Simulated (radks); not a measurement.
Results of a calculation; reference values are marked as such.
Spherical jellium clusters: N electrons in a uniform positive sphere of charge N and radius rs N^(1/3), rs = 4.25 bohr. Level of theory: non-relativistic Kohn-Sham, PBE, spin-polarised, spherical densities (a radial shooting solver with Libxc functionals). Levels are named by radial order and angular momentum (1s, 1p, 1d, 2s, ...), and open shells are averaged over m.

N = 6, configuration 1s2 1p(up 3, down 1). This is the lowest configuration that the search found. Occupied and some empty levels:

| level | occupation | eigenvalue (eV) | <r> (bohr) |
|---|---|---|---|
| 1s up | 1 | -4.2302 | 5.374 |
| 1s down | 1 | -3.8931 | 5.099 |
| 1p up | 3 | -3.0094 | 6.464 |
| 1p down | 1 | -2.5437 | 6.456 |
| 1d up | 0 | -1.5282 | 7.648 |
| 1d down | 0 | -1.0700 | 7.914 |
| 2s up | 0 | -1.0583 | 8.393 |
| 2s down | 0 | -0.89431 | 8.488 |

Energy (eV): total -10.2986, kinetic 9.5584, external -148.43, Hartree 72.697, exchange-correlation -20.234, background 76.108.

Electron density:

| r (bohr) | n(r) (e/bohr^3) |
|---|---|
| 0.578 | 0.002759 |
| 1.22 | 0.002934 |
| 1.87 | 0.003193 |
| 2.51 | 0.003476 |
| 3.15 | 0.003705 |
| 3.80 | 0.003801 |
| 4.44 | 0.003700 |
| 5.08 | 0.003381 |
| 5.73 | 0.002871 |
| 6.37 | 0.002251 |
| 7.02 | 0.001618 |
| 7.66 | 0.001064 |
| 8.30 | 0.0006475 |
| 8.95 | 0.0003733 |
| 9.59 | 0.0002087 |
| 10.2 | 0.0001138 |
| 10.9 | 0.00006185 |
| 11.5 | 0.00003330 |
| 12.2 | 0.00001760 |
| 12.8 | 9.319e-06 |
